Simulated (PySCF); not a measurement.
**Excitation energy of Bi by level of theory**

Bi [Xe] 4f14 5d10 6s2 6p3 (4S) → Bi [Xe] 4f14 5d10 6s2 6p2 6d1 (high-spin determinant), as a difference of total energies. Calculation: PySCF 2.14, in aug-cc-pVTZ-PP with ECP60MDF; scalar relativity through the core potential. Correlated levels: valence: 5s2 5p6 5d10 frozen. The calculations carry no spin-orbit coupling.

```tsv
method	excitation energy (eV)
UHF	7.081
LDA	6.807
PBE	6.632
PBE0	6.852
r2SCAN	7.047
MN15	7.363
TPSS	6.737
r2SCANh	7.093
PW91	6.675
MP2 (valence)	7.157
SCS-MP2 (valence)	7.133
```

Task: How much does correlation contribute at MP2 (valence)?

Result: 7.157 − (7.081) = 0.076 eV, measured against UHF.

Spin-orbit coupling is strong in these open shells (close to jj coupling). The scalar numbers leave it out and a first-order estimate fails, so it can dominate the gap to the real levels.

The promoted electron is Rydberg-like, and one or two diffuse shells describe it only roughly, which tends to raise the upper state.

The determinant of the upper state mixes LS terms, which raises its energy above the lowest term, most at the Hartree-Fock and MP2 levels.
